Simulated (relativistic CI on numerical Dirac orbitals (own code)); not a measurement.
**Hf51+: sensitivity of the levels to the model**

Base calculation: Dirac-Coulomb-Breit CI, orbitals from a KLI potential per configuration, model QED (radiative potential, 1s self-energy scaled to tabulated hydrogen-like ionisation energies), unscaled Slater integrals.

Configurations in the expansion (outside the closed core [Ne]): 3s2 3p6 3d3, 3s2 3p5 3d4, 3s 3p6 3d4, 3s2 3p6 3d2 4s, 3s2 3p6 3d2 4p, 3s2 3p6 3d2 4d, 3s2 3p5 3d3 4s, 3s2 3p6 3d2 4f, 3s2 3p5 3d3 4p, 3s 3p6 3d3 4s, 3p6 3d4 4p, 3p6 3d5, 3p5 3d6, 3p5 3d5 4s, 3p6 3d4 4s, 3p5 3d4 4s2, 3s2 3p6 3d 4s2, 3s2 3p6 4s2 4p, 3s2 3p6 4s2 4d. Double excitations out of closed p, d and f shells are left out; levels of such configurations are missing from the list, as are those of other unlisted configurations, and high levels can miss mixing partners. These lack a partner that the ground configuration has and come out too high: 3s2 3p5 3d3 4p.

Variants: (1) QED terms removed; (2) one mean potential for all configurations. Shifts of the energy above 3s2 3p6 3d3 4F_3/2, in cm⁻¹, for the lowest level and the first level of each name with at least 55 % of one term (blank where a level changes its place among those of its configuration and J or its character, or is not in the variant):

| Level | Base | Δ(1) | Δ(2) |
| --- | --- | --- | --- |
| 3s2 3p6 3d3 4F_3/2 | 0 | 0 | 0 |
| 3s2 3p6 3d3 4F_5/2 | 453903 | -1364 | +91 |
| 3s2 3p6 3d3 4P_1/2 | 549743 | -1339 | +72 |
| 3s2 3p6 3d3 4F_7/2 | 979907 | -2705 | +172 |
| 3s2 3p6 3d3 2P_1/2 | 1083903 | -2711 | +152 |
| 3s2 3p6 3d3 2H_11/2 | 1091959 | -2733 | +167 |
| 3s2 3p6 3d3 2F_7/2 | 1170869 | -2691 | +143 |
| 3s2 3p6 3d3 2D_3/2 | 1332948 | -2770 | +125 |

At this charge energies of transitions that change n are usually good to better than 1 %, and those within a shell (Δn = 0) to a few per cent.

Ionisation energy from the two ground configurations alone: base 4703.25 eV. The NIST ASD value (theoretical) is 4703 eV.

LS names give the leading component of a level, which can be under half, so a name can repeat, a term be missing and a line seem to break the LS rules.
